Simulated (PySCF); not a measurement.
**Electron correlation in Te⁺ (tellurium, charge +1)**

[Kr] 4d10 5s1 5p4, high-spin 4P determinant (an excited configuration). Calculation: PySCF 2.14, in ANO-RCC-VTZP; scalar relativity by spin-free X2C-1e. Frozen: [Kr] 4d10; 5 electrons correlated.

```tsv
level	correlation energy (mhartree)
CCSD	-88.29
(T)	-4.86
CCSD(T)	-93.15
```

Diagnostics: T1 = 0.016, D1 = 0.0413, largest double amplitude 0.211.

A double-excitation amplitude exceeds 0.15, a sign of near-degeneracy.

Cost of the coupled-cluster step: roughly 2 core-seconds, for 5 correlated electrons.
